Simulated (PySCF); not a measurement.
C4H10N, SMILES [CH2]CN(C)C, multiplicity 2.

Geometry: B3LYP-D3(BJ)/def2-SVP. The isomer is the one that the SMILES or the coordinates give; other isomers of the formula were not compared. One conformer was computed; it need not be the lowest.

Two levels are set side by side: PBE/def2-TZVP (PySCF) and PBE0/def2-TZVP (PySCF). Same geometry, gas phase. Differences are taken from unrounded values.

```json
[
 {"quantity": "α-spin orbital gap (eV)", "PBE0": "7.29"},
 {"quantity": "β-spin orbital gap (eV)", "PBE0": "4.92"},
 {"quantity": "dipole moment (D)", "PBE0": "0.53"},
 {"quantity": "mean polarisability (bohr³)", "PBE0": "59.6"}
]
```

What does PBE give, and how far is it from PBE0? (An estimate is asked for; the answer gives what the named calculation found.)


```
quantity                      PBE  PBE minus PBE0
---------------------------  ----  --------------
α-spin orbital gap (eV)      5.13           -2.15
β-spin orbital gap (eV)      2.29           -2.63
dipole moment (D)            0.48           -0.05
mean polarisability (bohr³)  62.5             2.9
```

PBE's more diffuse valence density responds more strongly to a field. Differences between two approximate levels are no errors against the true value.

Rough cost on one machine, each run with all the roots and properties that it gave: PBE0 against PBE within a factor of 2.
